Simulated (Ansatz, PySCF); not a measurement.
This PySCF input computes a CCSD(T)/cc-pVDZ energy:

```python
from pyscf import gto, scf, mp, cc as ccmod

mol = gto.M(
    atom='''
    B    -0.00000000   -0.00000000   -0.78099334
    F     0.00000000    0.00000000    0.43388519
    ''',
    basis='cc-pvdz',
    charge=1,
    spin=1,
    symmetry='C2v',
    verbose=4,
)

mf = scf.UHF(mol)
mf.conv_tol = 1e-10
mf.max_cycle = 100
mf.kernel()
mp2 = mp.MP2(mf, frozen=2).run()
cc = ccmod.CCSD(mf, frozen=2)
cc.max_cycle = 100
cc.kernel()
et = cc.ccsd_t()
print(f'E(CCSD(T)) = {cc.e_tot + et:.9f}')
```

Task: Write an input for the same energy in Ansatz (an electronic-structure program) and say what it gives.

Result: 
Ansatz 0.2 input:
```yaml
crystal:
  periodic: [false, false, false]
  atoms:
    - {symbol: B, position_ang: [-0.00000000, -0.00000000, -0.78099334]}
    - {symbol: F, position_ang: [0.00000000, 0.00000000, 0.43388519]}
basis:
  gaussian:
    orbitals: cc-pVDZ
total_charge: 1
magnetization: {spin_polarized: true, initial_magnetization: 1}
correlation: {method: ccsd_t, electrons: outside_noble_gas}
```
It gives -123.97854 Eh, and PySCF -123.97854 Eh, a difference of 0.00 mEh.
